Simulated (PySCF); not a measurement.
## How methods differ on the excitation energy of C⁺

C⁺ [He] 2s2 2p1 (2P) → C⁺ [He] 2s2 3s1 (2S), as a difference of total energies. Computed with PySCF 2.14 in x2c-TZVPPall with one added diffuse shell each of s, p, d type (6s4p3d1f, 40 functions), with the spin-free X2C one-electron Hamiltonian (Gaussian nucleus). Correlated levels: valence: 1s2 frozen; valence and next inner shell: nothing frozen. The calculations carry no spin-orbit coupling.

| method | excitation energy (cm⁻¹) |
| --- | --- |
| UHF | 115790 |
| LDA | 116990 |
| PBE | 117440 |
| PBE0 | 117780 |
| r2SCAN | 120550 |
| BHandHLYP | 118930 |
| revPBE | 117220 |
| TPSS | 119670 |
| wB97M-V | 115220 |
| MP2 (valence) | 115470 |
| SCS-MP2 (valence) | 115360 |
| MP2 (valence and next inner shell) | 115570 |
| SCS-MP2 (valence and next inner shell) | 115410 |

Errors of the correlated levels include the incompleteness of this basis and the frozen core.

For comparison: 116500 cm⁻¹ (measured; NIST levels, between the centres of gravity of the two terms).
